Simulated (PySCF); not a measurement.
NaBi and its ions

ROHF-MP2; basis Na def2-SVPD, Bi def2-SVPD with ECP60; scalar-relativistic core potentials; PySCF 2.14. Neutral (ROHF): triplet (π ↑↑), Re = 3.029 Å, ωe = 190 cm⁻¹, De = 0.76 eV.

NaBi⁺ (UHF): quartet (σ ↑, π ↑↑), Re = 3.504 Å, ωe = 90.5 cm⁻¹. The energies at the minima are -375.47860 hartree for NaBi and -375.28161 for NaBi⁺.

Question: Work out the adiabatic ionisation energy, without and with harmonic zero-point energies (1 hartree = 27.2114 eV, 1 eV = 8065.5 cm⁻¹), and the change of the bond length.

Answer: At MP2: 0.19699 hartree = 5.360 eV between the minima; the zero-point term (90.5 − 190.0)/2 cm⁻¹ = -0.006 eV makes it 5.354 eV. Re changes by +47.5 pm against the neutral. The electron leaves a σ orbital, and the ion is left as a loose complex of an ion and an atom.

Correlated steps freeze 5 core orbitals. UHF and ROHF references stand side by side, which adds small steps between rows. Correlated levels converge slowly with the basis: in double zeta they bind strong bonds too weakly, by up to about 1 eV, and carry superposition errors of some tenths. These are scalar-relativistic numbers at best; spin–orbit coupling would shift them, the dissociation energy most. States were picked by a PBE0 search and need not be the measured ground states.

Neutral and ion stand on different kinds of reference determinant, which adds to the error of the difference.
